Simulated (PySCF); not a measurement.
```xyz
22

C      3.2841    -0.2757     0.3625
C      3.1653     0.9606    -0.2262
C      1.9550     1.6263    -0.6271
C      0.6439     1.2202    -0.5307
C      0.0513     0.0046    -0.0007
C     -1.3486    -0.1434    -0.0290
C     -2.3209     0.8184    -0.5467
C     -3.5816     0.2833    -0.3841
C     -3.4556    -1.0280     0.2407
C     -2.1184    -1.2880     0.4566
C      0.8633    -1.0630     0.5568
C      2.2252    -1.1843     0.7115
H      4.3045    -0.6193     0.5988
H      4.0994     1.5137    -0.4171
H      2.1061     2.6191    -1.0823
H     -0.0880     1.9414    -0.9229
H     -2.0972     1.7961    -0.9897
H     -4.5280     0.7598    -0.6738
H     -4.2923    -1.6928     0.4947
H     -1.7133    -2.1989     0.9131
H      0.2836    -1.9247     0.9184
H      2.5621    -2.1253     1.1771
```

Charge 0, multiplicity 1.

Task: Give the Mulliken and meta-Löwdin atomic charges from PySCF with ωB97X-D3(BJ)/def2-SVP // PBE-D3(BJ)/def2-SVP.

Result: 
| atom | Mulliken (e) | meta-Löwdin (e) |
|---|---|---|
| C1 | 0.00 | -0.08 |
| C2 | 0.00 | -0.08 |
| C3 | -0.01 | -0.09 |
| C4 | 0.00 | -0.07 |
| C5 | 0.07 | 0.05 |
| C6 | -0.07 | -0.04 |
| C7 | -0.04 | -0.16 |
| C8 | -0.02 | -0.12 |
| C9 | -0.02 | -0.12 |
| C10 | -0.04 | -0.16 |
| C11 | 0.00 | -0.07 |
| C12 | -0.01 | -0.09 |
| H13 | 0.03 | 0.11 |
| H14 | 0.03 | 0.11 |
| H15 | 0.03 | 0.11 |
| H16 | 0.02 | 0.11 |
| H17 | -0.01 | 0.09 |
| H18 | 0.00 | 0.10 |
| H19 | 0.00 | 0.10 |
| H20 | -0.01 | 0.09 |
| H21 | 0.02 | 0.11 |
| H22 | 0.03 | 0.11 |
